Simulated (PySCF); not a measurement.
PySCF 2.14 output of a UHF calculation on a single atom or ion in def2-TZVP with the def2 core potential (28 electrons) (6s4p3d1f, 40 functions), with scalar relativity through the core potential:

```
SCF conv_tol = 1e-09
number electrons alpha = 10  beta = 6
cycle= 1 E= -94.1209418430708  delta_E= -0.0057  |g|= 0.0248  |ddm|= 0.0415
cycle= 2 E= -94.1211259703714  delta_E= -0.000184  |g|= 0.00528  |ddm|= 0.00842
cycle= 3 E= -94.1211403836014  delta_E= -1.44e-05  |g|= 0.00133  |ddm|= 0.00451
cycle= 4 E= -94.1211418712468  delta_E= -1.49e-06  |g|= 0.000645  |ddm|= 0.0013
cycle= 5 E= -94.1211424614757  delta_E= -5.9e-07  |g|= 6.67e-05  |ddm|= 0.00138
cycle= 6 E= -94.1211424654023  delta_E= -3.93e-09  |g|= 9.96e-06  |ddm|= 0.000204
cycle= 7 E= -94.1211424655915  delta_E= -1.89e-10  |g|= 1.2e-06  |ddm|= 7.55e-05
converged SCF energy = -94.1211424655915  <S^2> = 6.0030942  2S+1 = 5.0012375
```

The run itself started from symmetry-adapted Hartree-Fock orbitals and held the occupation by maximum overlap, so the iterations belong to that start.

Problem. Which element, charge and spin multiplicity is this?

Solution. Ru (ruthenium, neutral), multiplicity 5; the state was [Kr] 4d7 5s1, high-spin 5F determinant.

Energies and moments cover only the electrons outside the core potential.
